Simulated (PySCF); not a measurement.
H$_{2}$S, charge +1, doublet, at a GFN2-xTB geometry (a state made from the parent by changing its charge; the spin is typed, not shown lowest). Base run: PBE/def2-TZVP run with PySCF.

Input for PySCF:
```python
from pyscf import gto, scf, dft

mol = gto.Mole()
mol.atom = '''
    S    -0.00036152   -0.00213359    0.10390253
    H    -0.03847239    1.00861520   -0.81100328
    H     0.04425671   -0.97447779   -0.85143727
'''
mol.basis = 'def2-tzvp'
mol.charge = 1
mol.spin = 1
mol.verbose = 4
mol.build()

mf = dft.UKS(mol)
mf.xc = 'pbe'
mf.kernel()
```

Each row names what was changed in the base input (with any setting that the change needs).

```csv
change,basis functions,E (Eh),HOMO (eV)
base,49,-398.84692,-16.69
basis = ANO-RCC-VDZP; relativity = spin-free X2C; nucleus = Gaussian (with mol.nucmod = 'G'),28,-399.94021,-16.71
basis = x2c-TZVPall; relativity = spin-free X2C; nucleus = Gaussian (with mol.nucmod = 'G'),49,-399.94015,-16.68
basis = cc-pVDZ-DK; relativity = spin-free X2C,28,-399.92533,-16.68
basis = x2c-TZVPall; relativity = none,49,-398.67341,-16.69
basis = cc-pVDZ-DK; relativity = none,28,-398.58925,-16.70
basis = ANO-RCC-VDZP; relativity = spin-free X2C,28,-399.94057,-16.71
basis = ANO-RCC-VDZP; relativity = none,28,-398.57545,-16.73
basis = x2c-TZVPall; relativity = spin-free X2C,49,-399.94049,-16.68
basis = cc-pVDZ-DK; relativity = spin-free X2C; nucleus = Gaussian (with mol.nucmod = 'G'),28,-399.92498,-16.68
```

Total energies compare only within one method and basis.

Open shells are given as the SCF converged; they aren't shown to be the lowest states, and a large step between rows can be another state.

Basis sets contracted for a relativistic Hamiltonian are a mismatch without it, so the rows without relativity aren't non-relativistic limits. No row has spin-orbit coupling; sets with core potentials leave out the core electrons.
